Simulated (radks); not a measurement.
Species: Ir. Configuration: [Xe] 4f14 5d5 6s2 6p2 (not the ground configuration). All-electron calculation, Dirac Kohn-Sham, PBE, spin-unpolarised, spherical densities, finite nucleus; open shells fill j = l - 1/2 first; Fermi nuclear charge, rms radius 5.4032 fm. Program: a radial shooting solver on a logarithmic mesh with Libxc functionals.

Radial electron density D(r) = 4 pi r^2 rho(r):

```
   r/bohr * D(r) (the largest magnitude, 142, reaches the edge; | marks zero)
 0.002288 |           *
 0.002685 |             *
  0.00315 |                 *
 0.003668 |                    *
 0.004304 |                        *
 0.005051 |                            *
  0.00588 |                               *
   0.0069 |                                   *
 0.008097 |                                      *
 0.009427 |                                        *
  0.01106 |                                          *
  0.01298 |                                          *
  0.01511 |                                        *
  0.01774 |                                       *
  0.02081 |                                     *
  0.02423 |                                     *
  0.02843 |                                       *
  0.03337 |                                          *
  0.03884 |                                               *
  0.04558 |                                                    *
  0.05349 |                                                      *
  0.06227 |                                                    *
  0.07308 |                                                *
  0.08576 |                                           *
  0.09984 |                                          *
   0.1172 |                                             *
   0.1375 |                                                 *
   0.1601 |                                                 *
   0.1878 |                                           *
   0.2204 |                                 *
   0.2566 |                           *
   0.3011 |                           *
   0.3534 |                              *
   0.4114 |                               *
   0.4828 |                           *
   0.5665 |                   *
   0.6595 |             *
    0.774 |         *
   0.9083 |       *
    1.057 |     *
    1.241 |    *
    1.456 |  *
    1.695 | *
    1.989 | *
    2.334 |*
    2.718 |*
    3.189 |*
    3.743 *
    4.357 *
    5.113 *
        6 *
    6.985 *
    8.197 *
    9.619 *
     11.2 *
```

D(r) has 4 maxima, at r = 0.0119, 0.0535, 0.149, 0.392 bohr, and minima at 0.0231, 0.0959, 0.278 bohr, inside which lie 2.02, 11.04, 30.05 electrons.
